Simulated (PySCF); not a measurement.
Dipole moment (D) of eight silicon and germanium compounds: PBE beside ωB97X, computed with PySCF for isolated molecules in the bases named; differences from unrounded values. The eight are the first of their class met in an unordered collection, after screening for sound electronic states; none was chosen by its value, except that the dipole had to exceed 0.05 D. Each molecule has one DFT geometry for both levels.

| molecule | basis | ωB97X | PBE | difference |
|---|---|---|---|---|
| SiFCl₂Br, SMILES F[Si](Cl)(Cl)Br | def2-TZVP | 0.72 | 0.69 | -0.03 |
| FGeH5N2, SMILES [NH2][GeH]([NH2])[F] | def2-TZVP | 2.00 | 1.91 | -0.09 |
| Si(Me)(Cl)3 (CH3Cl3Si), SMILES Cl[Si](Cl)(C)Cl | def2-TZVP | 2.06 | 1.98 | -0.08 |
| CH₃Cl₂FGe, SMILES [CH3][Ge]([F])([Cl])[Cl] | def2-TZVP | 3.04 | 2.92 | -0.12 |
| ClH6NSi2, SMILES N[SiH2][SiH2]Cl | def2-TZVP | 1.55 | 1.46 | -0.08 |
| CH8N2OSi, SMILES CN[Si@@H](N)O | def2-TZVP | 0.95 | 0.83 | -0.12 |
| CH₈Cl₂Si₃, SMILES [SiH3]C[Si]([SiH3])(Cl)Cl | def2-TZVP | 1.90 | 1.71 | -0.19 |
| Si(H)(OH)(SeH)2 (H4OSe2Si), SMILES [SeH][SiH]([SeH])O | def2-TZVP | 0.74 | 0.70 | -0.04 |

PBE lies below ωB97X in 8 and above it in 0 of the eight; the mean signed difference is -0.09 and the largest -0.19 D.
